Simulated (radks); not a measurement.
The numbers below are computed, except where a source is named.
Problem. Species: Ni2+. Configuration: [Ar] 3d7.5 4d0.5 (fractional occupations, a model configuration). Code: a radial shooting solver on a logarithmic mesh with Libxc functionals. Model: scalar-relativistic Kohn-Sham, SCAN, spin-polarised, spherical densities, finite nucleus; open shells are filled with parallel spins first; meta-GGA in the generalised Kohn-Sham scheme; Fermi nuclear charge, rms radius 3.7757 fm. Some entries of the table are withheld. Estimate them.

| orbital | occ. | eigenvalue (hartree) | <r^2> (bohr^2) | <r> (bohr) |
|---|---|---|---|---|
| 1s up | 1 | -303.7262 | 0.003938 | 0.05410 |
| 1s down | 1 | -303.7261 | 0.003938 | 0.05410 |
| 2s up | 1 | -37.45068 | 0.07066 | 0.2446 |
| 2s down | 1 | -37.37518 | 0.07045 | 0.2443 |
| 2p up | 3 | -32.28120 | 0.05695 | 0.2154 |
| 2p down | 3 | -32.22503 | 0.05674 | 0.2150 |
| 3s up | 1 | -5.23322 | 0.6253 | (1) |
| 3s down | 1 | -5.09221 | 0.6301 | (2) |
| 3p up | 3 | -3.71179 | (3) | 0.7722 |
| 3p down | 3 | -3.57183 | (4) | 0.7767 |
| 3d up | 5 | -1.30315 | 1.079 | 0.9180 |
| 3d down | 2.5 | -1.16940 | 1.156 | 0.9460 |
| 4d up | 0.5 | (5) | 20.84 | 4.285 |

Solution. 
(1) 3s up <r> (bohr): 0.7365
(2) 3s down <r> (bohr): 0.7392
(3) 3p up <r^2> (bohr^2): 0.7014
(4) 3p down <r^2> (bohr^2): 0.7103
(5) 4d up eigenvalue (hartree): -0.33171
